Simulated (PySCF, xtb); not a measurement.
InHCl2, SMILES [Cl][InH][Cl].

Harmonic wavenumbers (cm⁻¹) from GFN2-xTB in xtb 6.7.1 at its own minimum, in rising order: 87, 300, 324, 325, 412, 1509.

Q: What does PySCF 2.14.0 with PBE0-D3(BJ)/def2-TZVP give at its own minimum? (The exact figures need the calculation; the answer reports its results.)

A: 101, 362, 367, 379, 466, 1909. Paired by order, the mean absolute difference is 105 cm⁻¹ and the zero-point energies are 4.2 and 5.1 kcal/mol.
